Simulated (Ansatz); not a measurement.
Name a neutral molecule of C, Cl, O, Si and H with HOMO energy (PBE0/def2-TZVPP) between -8.00 and -7.70 eV and LUMO energy (B3LYP/def2-TZVPP) between -0.75 and -0.45 eV (Ansatz, PBE0-D4/def2-TZVP geometry).

`C[SiH2][SiH](O)Cl` (-7.88 eV, -0.49 eV); `Cl[SiH]1CO1` (-7.89 eV, -0.55 eV); `OC([SiH3])[SiH2]Cl` (-7.94 eV, -0.60 eV); `O[SiH]([SiH3])CCl` (-7.92 eV, -0.72 eV); `[SiH3]O[Si]1(Cl)CO1` (-7.84 eV, -0.61 eV). Other molecules can fit too; these were computed, each in one conformer that needn't be the lowest.

B3LYP here is the variant with VWN-RPA as its local correlation; programs differ in this.
